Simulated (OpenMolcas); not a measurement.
V2+ (d3) among equal point charges was computed by CASSCF with the d shell active (OpenMolcas, ANO-RCC-VDZP on the metal). Its lowest spin-free states, and all those of the highest spin:

```csv
2S+1,Degeneracy,E (cm-1)
4,1,0.0
4,2,1422
4,2,7372
4,2,8798
2,2,14333
2,2,14453
2,2,14637
2,2,15529
4,2,16375
2,2,17000
2,1,17178
2,1,18868
4,1,29086
```

Is the site octahedral, tetrahedral or cube-like, axial, or of lower symmetry?

The states with 2S+1 = 4 have orbital degeneracies 1, 2, 2, 2, 2, 1. There are pairs but no triples, so the site is axial: not cubic, but with a proper or improper axis of order three or more. The run had V2+ among 2 point charges of -3 e arranged as a linear pair (D∞h), 2.31 Å from the ion.

Without dynamic correlation the repulsion within the d shell is too large (B by tens of per cent), so at a given field states of lower spin stand too high. This is an electrostatic model: the charges have no orbitals. No measured value stands beside these numbers.
